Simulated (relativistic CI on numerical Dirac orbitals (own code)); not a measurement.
Hyperfine structure of Ag21+, mass number 107

Computed by Dirac-Coulomb-Breit CI, KLI orbitals optimised for each configuration, model QED (radiative potential, 1s self-energy scaled to tabulated hydrogen-like ionisation energies), unscaled Slater integrals (own radial code, finite nucleus).

Configuration list (outside the closed core [Ne]): 3s2 3p6 3d8, 3s2 3p5 3d9, 3s2 3p4 3d10, 3s 3p6 3d9, 3p6 3d10, 3s 3p5 3d10, 3s2 3p6 3d7 4s, 3s2 3p6 3d7 4p, 3s2 3p6 3d7 4d, 3s2 3p6 3d7 4f, 3s2 3p4 3d9 4s, 3s2 3p5 3d8 4s, 3s2 3p6 3d6 4s2, 3s2 3p4 3d9 4p, 3s2 3p6 3d6 4s 4p, 3s2 3p5 3d8 4p. Levels of other configurations are missing.

Nuclear spin I = 1/2, μ = -0.11352 μN (tables of Stone and Pyykkö). The electronic factors are computed for point nuclear moments, without core polarisation or the Bohr-Weisskopf and QED corrections.

| Level | E (eV) | A (MHz) |
| --- | --- | --- |
| 3s2 3p6 3d8 3F_4 | 0.000 | -1512 |
| 3s2 3p6 3d8 3F_3 | 5.792 | -2136 |
| 3s2 3p6 3d8 3P_2 | 10.033 | -2020 |
| 3s2 3p6 3d8 3P_1 | 13.068 | 111.8 |
| 3s2 3p6 3d8 1G_4 | 14.815 | -2319 |
| 3s2 3p6 3d8 1D_2 | 15.686 | -3076 |
| 3s2 3p5 3d9 3F°_4 | 192.259 | -3774 |
| 3s2 3p5 3d9 1D°_2 | 196.220 | -2884 |

Levels with J = 0, under 50 % of one LS term, or S terms without an open s electron are left out. Small factors come from cancelling terms and can be off by tens of per cent or more.

At this charge energies of transitions that change n are usually good to better than 1 %, and those within a shell (Δn = 0) to a few per cent. Terms inside the open d or f shell come out 10 to 20 % too wide with unscaled integrals.

(1) Give the hyperfine levels of 3s2 3p6 3d8 3F_4 relative to its centre of gravity.

Results:

(1) With K = F(F + 1) − I(I + 1) − J(J + 1), E = AK/2: F = 7/2: 3779, F = 9/2: -3023 MHz.

LS names give the leading component of a level, which can be under half, so a name can repeat, a term be missing and a line seem to break the LS rules.
